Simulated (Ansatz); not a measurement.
`[CH3][Zr]([CH3])([CH3])[OH]`, charge 0, multiplicity 1.

(1) Give a relaxed structure at PBE0-D4/def2-TZVP (the Gaussian-basis code of Ansatz). (An estimate is asked.)

Answers

(1) The calculation gave: 
Cartesian coordinates in Å:
```
C 0.6567 1.5584 -1.2745
Zr 0.2982 -0.2664 -0.0518
C 0.1490 0.3415 2.0840
C -1.6489 -1.1518 -0.6660
O 1.7138 -1.5247 -0.2930
H 0.1787 2.4229 -0.7933
H 1.7157 1.8010 -1.4112
H 0.2102 1.4539 -2.2719
H 0.7915 1.2077 2.2887
H -0.8835 0.6421 2.3100
H 0.4248 -0.4479 2.7909
H -2.3189 -0.3572 -1.0227
H -2.1427 -1.6336 0.1880
H -1.5677 -1.8974 -1.4636
H 2.4229 -2.1485 -0.4137
```
Point group C3.
This is one stationary point; other conformers may exist.
